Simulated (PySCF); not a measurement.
This script is equivalent to a calculation on Cu (copper, neutral).

```python
from pyscf import gto, scf, dft, mp, cc
import basis_set_exchange as bse
mol = gto.M(atom="Cu 0 0 0", charge=0, spin=1, symmetry="D2h",
            basis=gto.basis.parse(bse.get_basis("aug-cc-pVDZ-DK", elements=["Cu"], fmt="nwchem", header=False)),
            nucmod="G")
mf = dft.UKS(mol, xc="LDA,VWN").sfx2c1e()
mf.irrep_nelec = {'Ag': (6, 5), 'B1g': (1, 1), 'B2g': (1, 1), 'B3g': (1, 1), 'B1u': (2, 2), 'B2u': (2, 2), 'B3u': (2, 2)}
mf.kernel()
```

**Question.** What total energy does it give?

**Answer.** -1651.909 hartree (calculated).

**Question.** Which occupied shell lies highest, and where?

**Answer.** 3d β, at -5.103 eV.

**Question.** What is ⟨S²⟩, and what would a pure spin state give?

**Answer.** 0.752, against 0.75.
